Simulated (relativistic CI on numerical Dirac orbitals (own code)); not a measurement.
Tl XXIV: sensitivity of the levels to the model

Base calculation: Dirac-Coulomb-Breit CI, separate exchange-only KLI orbitals for each configuration, QED by a radiative potential, unscaled Slater integrals.

CI space (outside the closed core [Ar] 3d10): 4s2.4p6.4d10.4f12, 4s2.4p6.4d10.4f11.5s, 4s2.4p6.4d10.4f10.5s2, 4s2.4p6.4d10.4f11.5p, 4s2.4p6.4d10.4f10.5s.5p, 4s2.4p6.4d9.4f13, 4s2.4p6.4d8.4f14, 4s2.4p5.4d10.4f13, 4s2.4p6.4d10.4f11.5f, 4s2.4p6.4d9.4f12.5s, 4s2.4p6.4d10.4f11.6s, 4s2.4p6.4d10.4f11.6p, 4s.4p6.4d10.4f13, 4s2.4p4.4d10.4f14, 4s2.4p5.4d9.4f14, 4p6.4d10.4f14. Levels of other configurations are missing.

Variants: (1) P86 correlation estimate; (2) Breit term removed; (3) one mean potential for all configurations. Shifts of the energy above 4s2.4p6.4d10.4f12 3H_6, in cm⁻¹, for the lowest level and the first level of each name with at least 55 % of one term (blank where a level changes its place among those of its configuration and J or its character, or is not in the variant):

| Level | Base | Δ(1) | Δ(2) | Δ(3) |
| --- | --- | --- | --- | --- |
| 4s2.4p6.4d10.4f12 3H_6 | 0 | 0 | 0 | 0 |
| 4s2.4p6.4d10.4f12 3F_4 | 10321 | +1 | -692 | +14 |
| 4s2.4p6.4d10.4f12 3H_5 | 35632 | 0 | +1263 | -385 |
| 4s2.4p6.4d10.4f12 3F_3 | 49325 | +1 | +712 | -396 |
| 4s2.4p6.4d10.4f12 3P_0 | 88411 | +5 | -1104 | -194 |
| 4s2.4p6.4d10.4f12 1I_6 | 93419 | +1 | +1803 | -413 |
| 4s2.4p6.4d10.4f12 3P_1 | 100650 | +4 | +28 | -447 |
| 4s2.4p6.4d10.4f12 1S_0 | 190899 | +8 | +929 | -811 |
| 4s2.4p6.4d10.4f11.5s 5I°_8 | 439552 | +9984 | -4167 | -8809 |
| 4s2.4p6.4d10.4f11.5s 5I°_6 | 475568 | +9984 | -4307 | -8805 |
| 4s2.4p6.4d10.4f11.5s 5F°_3 | 509211 | +9984 | -4963 | -8799 |
| 4s2.4p6.4d10.4f11.5s 3K°_8 | 522521 | +9984 | -2713 | -8795 |
| 4s2.4p6.4d10.4f11.5s 3P°_0 | 542577 | +9984 | -4695 | -8791 |
| 4s2.4p6.4d10.4f11.5s 3K°_6 | 544687 | +9984 | -2634 | -8794 |

At this charge transitions that keep the count of f electrons are usually good to a few per cent. Terms inside the open d or f shell come out 10 to 20 % too wide with unscaled integrals. Levels that differ in their count of f electrons can be misplaced by several ten thousand cm⁻¹, since the correlation energy of f electrons is missing or only estimated; rates across such gaps can be off by orders of magnitude.

Ionisation energy from one configuration of each of the two ions, the ground ones as tabulated or assumed: base 712.374 eV; P86 correlation estimate 714.409 eV. The NIST ASD value (theoretical) is 700 ± 30 eV.

LS names give the leading component of a level, which can be under half, so a name can repeat, a term be missing and a line seem to break the LS rules.
